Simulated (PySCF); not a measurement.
Si(F)2(H)(nPr) (C₃H₈F₂Si), SMILES CCC[SiH](F)F.

Geometry: PBE-D3(BJ)/def2-SVP. Other conformers were not sampled.

Calculation: TDDFT-B3LYP/def2-SVPD in PySCF 2.14.0.

Vertical excitations. The molecule is in vacuum.

Computed lowest excited states:
```csv
state,energy (eV),λ (nm),f,main pairs
S1,7.64,162,0.000,HOMO→LUMO 95 %
S2,8.08,153,0.003,HOMO→LUMO+1 96 %
S3,8.20,151,0.020,HOMO→LUMO+2 96 %
S4,8.66,143,0.027,HOMO→LUMO+3 89 %
S5,8.67,143,0.005,HOMO−1→LUMO 90 %
S6,8.94,139,0.011,HOMO−2→LUMO 98 %
S7,9.17,135,0.027,HOMO→LUMO+4 83 %
S8,9.21,135,0.013,HOMO−1→LUMO+1 81 %
S9,9.33,133,0.011,HOMO−1→LUMO+2 81 %
S10,9.36,132,0.003,"HOMO→LUMO+5 60 %, HOMO−3→LUMO 31 %"
T1,7.33,169,0,HOMO→LUMO 90 %
T2,7.83,158,0,"HOMO→LUMO+2 70 %, HOMO→LUMO+1 20 %"
T3,7.89,157,0,"HOMO→LUMO+1 70 %, HOMO→LUMO+2 20 %"
T4,8.35,149,0,HOMO→LUMO+3 74 %
```
Triplets are in the Tamm–Dancoff approximation, which puts them higher than full response would, so one can lie above its singlet here.
